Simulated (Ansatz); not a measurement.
AlGeH$_{7}$Si (`[SiH3][AlH][GeH3]`). Charge 0, multiplicity 1. All single points use the PBE0-D4/def2-TZVP geometry.

```xyz
10

Si    0.673    1.958   -0.551
Al   -0.927    0.095   -0.457
Ge   -0.269   -1.974    0.742
H     1.046    2.387    0.828
H     0.166    3.156   -1.278
H     1.931    1.519   -1.223
H    -2.357    0.199   -1.145
H     0.077   -1.674    2.216
H     1.005   -2.589    0.123
H    -1.345   -3.077    0.746
```

Problem. What is the dipole moment at B3LYP/def2-TZVPP? (Best estimate.)

Solution. Computed: 0.51 D, with components (-0.38, 0.23, -0.26) D in this frame, pointing from negative to positive charge.

Problem. And with PBE, r2SCAN, ωB97M-V? (Estimate.)

Solution. Computed: PBE 0.40 D, r2SCAN 0.44 D, ωB97M-V 0.54 D.

Problem. Give the Mulliken charges with B3LYP, r2SCAN, PBE in def2-TZVPP. (An estimate is asked.)

Solution. The calculation gave: 
```json
{"atom": "Si1", "B3LYP": "0.04", "r2SCAN": "0.01", "PBE": "-0.03"}
{"atom": "Al2", "B3LYP": "0.41", "r2SCAN": "0.53", "PBE": "0.39"}
{"atom": "Ge3", "B3LYP": "-0.10", "r2SCAN": "-0.15", "PBE": "-0.11"}
{"atom": "H4", "B3LYP": "-0.06", "r2SCAN": "-0.06", "PBE": "-0.04"}
{"atom": "H5", "B3LYP": "-0.06", "r2SCAN": "-0.06", "PBE": "-0.04"}
{"atom": "H6", "B3LYP": "-0.06", "r2SCAN": "-0.06", "PBE": "-0.04"}
{"atom": "H7", "B3LYP": "-0.13", "r2SCAN": "-0.16", "PBE": "-0.11"}
{"atom": "H8", "B3LYP": "-0.01", "r2SCAN": "-0.02", "PBE": "-0.01"}
{"atom": "H9", "B3LYP": "-0.01", "r2SCAN": "-0.02", "PBE": "-0.01"}
{"atom": "H10", "B3LYP": "-0.01", "r2SCAN": "-0.02", "PBE": "-0.01"}
```

B3LYP here is the variant with VWN-RPA as its local correlation; programs differ in this.
